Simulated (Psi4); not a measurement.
C2H6ClGa (SMILES [CH3][Ga]([CH3])[Cl]), singlet, at a GFN2-xTB geometry (such geometries of metal compounds can be far from the true shape); B3LYP/6-31G** in Psi4.

Here is a job for Psi4.
```
memory 2 GB

molecule {
0 1
  Ga   -0.23882611    0.10083400   -0.14092768
  C    -1.80146295   -1.21572828   -0.23393842
  H    -1.48974737   -2.11234972   -0.77670352
  H    -2.67761150   -0.79304802   -0.72665403
  H    -2.07741138   -1.52198383    0.77883123
  C    -0.06504875    2.00184560   -0.87573406
  H     0.73235088    2.03166984   -1.62340480
  H     0.21697965    2.67872738   -0.06457972
  H    -0.98796556    2.36112255   -1.33204575
  Cl    1.46388735   -0.61686449    0.86890290
}

set basis 6-31g**

energy('b3lyp')
print_variables()
```

What the program printed (banner, timings and long lists left out):

```
   => Loading Basis Set <=

    Name: 6-31G**
    Role: ORBITAL
    Keyword: BASIS

         ---------------------------------------------------------
                                   SCF
               by Justin Turney, Rob Parrish, Andy Simmonett
                          and Daniel G. A. Smith
                              RKS Reference
         ---------------------------------------------------------

  ==> Geometry <==

    Molecular point group: c1
    Full point group: C1

    Geometry (in Angstrom), charge = 0, multiplicity = 1:

       Center              X                  Y                   Z               Mass
    ------------   -----------------  -----------------  -----------------  -----------------
         GA          -0.283610784610     0.119668849685    -0.167663919465    68.925573500000
         C           -1.846247624610    -1.196893430315    -0.260674659465    12.000000000000
         H           -1.534532044610    -2.093514870315    -0.803439759465     1.007825032230
         H           -2.722396174610    -0.774213170315    -0.753390269465     1.007825032230
         H           -2.122196054610    -1.503148980315     0.752094990535     1.007825032230
         C           -0.109833424610     2.020680449685    -0.902470299465    12.000000000000
         H            0.687566205390     2.050504689685    -1.650141039465     1.007825032230
         H            0.172194975390     2.697562229685    -0.091315959465     1.007825032230
         H           -1.032750234610     2.379957399685    -1.358781989465     1.007825032230
         CL           1.419102675390    -0.598029640315     0.842166660535    34.968852682000

  Running in c1 symmetry.

  Rotational constants: A =      0.14550  B =      0.10019  C =      0.06068 [cm^-1]
  Rotational constants: A =   4362.01233  B =   3003.73507  C =   1819.00292 [MHz]
  Nuclear repulsion =  340.705461966566702

  Charge       = 0
  Multiplicity = 1
  Electrons    = 66
  Nalpha       = 33
  Nbeta        = 33

  ==> Algorithm <==

  SCF Algorithm Type is DF.
  DIIS enabled.
  MOM disabled.
  Fractional occupation disabled.
  Guess Type is SAD.
  Energy threshold   = 1.00e-06
  Density threshold  = 1.00e-06
  Integral threshold = 1.00e-12

  ==> Primary Basis <==

  Basis Set: 6-31G**
    Blend: 6-31G**
    Number of shells: 50
    Number of basis functions: 114
    Number of Cartesian functions: 114
    Spherical Harmonics?: false
    Max angular momentum: 2

  ==> DFT Potential <==

   => LibXC <=

    Version 7.1.2
    S. Lehtola, C. Steigemann, M. J. T. Oliveira, and M. A. L. Marques,  SoftwareX 7, 1–5 (2018) (10.1016/j.softx.2017.11.002)

   => Composite Functional: B3LYP <=

    B3LYP Hyb-GGA Exchange-Correlation Functional

    P. J. Stephens, F. J. Devlin, C. F. Chabalowski, and M. J. Frisch,  J. Phys. Chem. 98, 11623 (1994) (10.1021/j100096a001)

    Deriv               =              1
    GGA                 =           TRUE
    Meta                =          FALSE

    Exchange Hybrid     =           TRUE
    MP2 Hybrid          =          FALSE

   => Exchange Functionals <=

    0.0800   Slater exchange
    0.7200         Becke 88

   => Exact (HF) Exchange <=

    0.2000               HF

   => Correlation Functionals <=

    0.1900   Vosko, Wilk & Nusair (VWN5_RPA)
    0.8100   Lee, Yang & Parr

   => LibXC Density Thresholds  <==

    XC_HYB_GGA_XC_B3LYP:  1.00E-15

   => Molecular Quadrature <=

    Radial Scheme          =       TREUTLER
    Pruning Scheme         =           NONE
    Nuclear Scheme         =       TREUTLER

    Blocking Scheme        =         OCTREE
    BS radius alpha        =              1
    Pruning alpha          =              1
    Radial Points          =             75
    Spherical Points       =            302
    Total Points           =         216236
    Total Blocks           =           1642
    Max Points             =            256
    Max Functions          =            111
[...]

    J tasked:                   Yes
    K tasked:                   Yes
    wK tasked:                   No
    Algorithm:                 Core
    Schwarz Cutoff:           1E-12
    Mask sparsity (%):       5.1708
    Fitting Condition:        1E-10

   => Auxiliary Basis Set <=

  Basis Set: (6-31G** AUX)
    Blend: CC-PVDZ-JKFIT
    Number of shells: 185
    Number of basis functions: 651
    Number of Cartesian functions: 651
    Spherical Harmonics?: false
    Max angular momentum: 3

  Minimum eigenvalue in the overlap matrix is 6.7932699079E-04.
  Reciprocal condition number of the overlap matrix is 9.9978340292E-05.
    Using symmetric orthogonalization.

  ==> Pre-Iterations <==

  SCF Guess: Superposition of Atomic Densities via on-the-fly atomic UHF (no occupation information).

   -------------------------
    Irrep   Nso     Nmo
   -------------------------
     A        114     114
   -------------------------
    Total     114     114
   -------------------------

  ==> Iterations <==

                           Total Energy        Delta E     RMS |[F,P]|

   @DF-RKS iter SAD: -2460.86439507572641   -2.46086e+03   0.00000e+00
   @DF-RKS iter   1: -2462.30106110080033   -1.43667e+00   2.86480e-02 DIIS/ADIIS
   @DF-RKS iter   2: -2408.66567272414886    5.36354e+01   6.74760e-02 DIIS/ADIIS
   @DF-RKS iter   3: -2464.28081473515203   -5.56151e+01   1.07567e-02 DIIS/ADIIS
   @DF-RKS iter   4: -2464.53857667917418   -2.57762e-01   3.75990e-03 DIIS/ADIIS
   @DF-RKS iter   5: -2464.62731745946303   -8.87408e-02   7.55765e-04 DIIS/ADIIS
   @DF-RKS iter   6: -2464.63111723045267   -3.79977e-03   2.44189e-04 DIIS/ADIIS
   @DF-RKS iter   7: -2464.63136090061198   -2.43670e-04   3.85468e-05 DIIS
   @DF-RKS iter   8: -2464.63137146219560   -1.05616e-05   1.17021e-05 DIIS
   @DF-RKS iter   9: -2464.63137239850994   -9.36314e-07   2.04650e-06 DIIS
   @DF-RKS iter  10: -2464.63137242034554   -2.18356e-08   5.15873e-07 DIIS
  Energy and wave function converged.

  ==> Post-Iterations <==

   Electrons on quadrature grid:
      Ntotal   =   65.9999717309 ; deviation = -2.827e-05

    Orbital Energies [Eh]
    ---------------------

    Doubly Occupied:

[...]
    Virtual:

[...]
    Final Occupation by Irrep:
              A
    DOCC [    33 ]
    NA   [    33 ]
    NB   [    33 ]

  @DF-RKS Final Energy: -2464.63137242034554

   => Energetics <=

    Nuclear Repulsion Energy =            340.7054619665667019
    One-Electron Energy =               -4104.0513958646806714
    Two-Electron Energy =                1392.4605963742228596
    DFT Exchange-Correlation Energy =     -93.7460348964544750
    Empirical Dispersion Energy =           0.0000000000000000
    VV10 Nonlocal Energy =                  0.0000000000000000
    Total Energy =                      -2464.6313724203455422

Computation Completed

Properties will be evaluated at   0.000000,   0.000000,   0.000000 [a0]

Properties computed using the SCF density matrix

 Multipole Moments:

 ------------------------------------------------------------------------------------
     Multipole            Electronic (a.u.)      Nuclear  (a.u.)        Total (a.u.)
 ------------------------------------------------------------------------------------

 L = 1.  Multiply by 2.5417464519 to convert [e a0] to [Debye]
 Dipole X            :          4.8222194           -5.5856307           -0.7634113
 Dipole Y            :         -2.0277090            2.3491183            0.3214093
 Dipole Z            :          2.8801389           -3.3345957           -0.4544568
 Magnitude           :                                                    0.9447919

 ------------------------------------------------------------------------------------

  Variable Map:
  ----------------------------------------------------------------------------
[...]
  Array Variable Map:
  ----------------------------------------------------------------------------
[...]
[...]
```
